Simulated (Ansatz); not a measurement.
Calculated with Ansatz (gas phase, PBE0-D4/def2-TZVP geometries, no zero-point term in ΔE). CBS: MP2 limit from def2 TZ/QZ plus the TZ coupled-cluster correction, frozen cores. This one scheme is used for every species. DFT in def2-TZVPP. For Sc outer-core shells are correlated without core-valence functions, which leaves a few kJ/mol of doubt a bond. Scalar relativity is left out up to krypton. Each species was taken in one conformer, which may not be the lowest.

`[NH2][Sc]([OH])[O][SiH3]` + CH₄ → `[CH3][Sc]([NH2])[O][SiH3]` + H₂O  (formal exchange of groups at the Sc–O bond)

CCSD(T)/CBS gives +2.05 eV.

(1) Another level gave +2.21 eV. Which?
A. CAM-B3LYP/def2-TZVPP
B. r2SCAN/def2-TZVPP
C. revPBE-D4/def2-TZVPP
D. ωB97M-V/def2-TZVPP

Largest T1 diagnostic among the species: 0.015.

Results:

(1) A. CAM-B3LYP 2.21, revPBE-D4 2.05, r2SCAN 2.14, ωB97M-V 2.09 eV.

Leaving LDA and LC-ωPBE aside and taking each functional with its dispersion term where it has one, the values, not all of them listed here, spread over 0.15 eV, from HSE06-D4 to CAM-B3LYP-D4. At CCSD(T), def2-SVP lies +0.26 eV from the extrapolated value and def2-TZVPP +0.05 eV.
